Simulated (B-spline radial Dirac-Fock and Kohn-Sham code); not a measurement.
## X-ray scattering factor of Tm⁶¹⁺

System: Tm⁶¹⁺, [He] 2s2 2p4.

Model: relativistic Hartree-Fock (Dirac-Fock) wave functions, averaged over the configuration. Program: a B-spline atomic structure program. f₀ is the Fourier transform of the spherical electron density, S the Waller-Hartree incoherent function, and s = sin θ/λ. The electron scattering factor follows from the Mott-Bethe formula f_e = 0.023934 Å⁻¹·(Z − f₀)/s².

```
s (Å⁻¹)     f₀      S  f_e (Å)
      0  8.000  0.000        –
   0.05  7.999  0.001  583.997
    0.1  7.997  0.004  146.005
   0.15  7.993  0.009   64.895
    0.2  7.987  0.016   36.507
   0.25  7.980  0.025   23.367
    0.3  7.972  0.036   16.229
   0.35  7.962  0.049   11.926
    0.4  7.950  0.064    9.132
   0.45  7.937  0.081    7.217
    0.5  7.922  0.099    5.847
    0.6  7.888  0.142    4.063
    0.7  7.848  0.193    2.987
    0.8  7.802  0.251    2.289
    0.9  7.751  0.315    1.810
      1  7.694  0.386    1.467
    1.1  7.632  0.464    1.214
    1.2  7.565  0.547    1.021
    1.4  7.416  0.731    0.752
    1.6  7.250  0.934    0.577
    1.8  7.067  1.153    0.457
      2  6.872  1.386    0.372
    2.5  6.336  2.006    0.240
      3  5.763  2.643    0.168
    3.5  5.182  3.258    0.125
      4  4.619  3.825    0.096
      5  3.620  4.764    0.063
      6  2.841  5.439    0.044
```

f₀ starts at the number of electrons, 8, and has fallen to half at s ≈ 4.62 Å⁻¹. The sum of ⟨r²⟩ over the electrons is 0.04265 bohr². For an ion f_e diverges as s goes to zero, because of the net charge.

Values without a named source are computed, but for edge energies of neutral atoms, which are taken from tables.
